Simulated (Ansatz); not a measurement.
Mulliken charges of CH$_{5}$InSe (`C[Se][InH2]`) from ωB97M-V/def2-TZVPP in Ansatz (PBE0-D4/def2-TZVP geometry).

| atom | x (Å) | y (Å) | z (Å) | charge (e) |
| --- | --- | --- | --- | --- |
| C1 | -0.748 | 1.202 | -0.529 | -0.396 |
| Se2 | -1.180 | -0.176 | 0.800 | -0.221 |
| In3 | 0.904 | -1.540 | 0.708 | 0.371 |
| H4 | -0.789 | 2.174 | -0.040 | 0.147 |
| H5 | 0.245 | 1.042 | -0.944 | 0.129 |
| H6 | -1.490 | 1.157 | -1.324 | 0.147 |
| H7 | 2.072 | -0.951 | -0.407 | -0.096 |
| H8 | 0.986 | -2.907 | 1.736 | -0.081 |

By hand: the dipole of these point charges (1 e Å = 4.8032 D).

Σ q r = (0.310, -0.058, -0.128) e Å, of length 0.340 e Å = 1.63 D.

How does the dipole of the full density compare? (Best estimate.)

The calculation gave: (0.240, 0.048, -0.172) e Å, 1.44 D; the point charges give 1.13 times that, at 23° from its direction.

Point charges leave out the atoms' own dipoles, such as those of lone pairs, and Mulliken's split depends on the basis, so the two needn't agree.
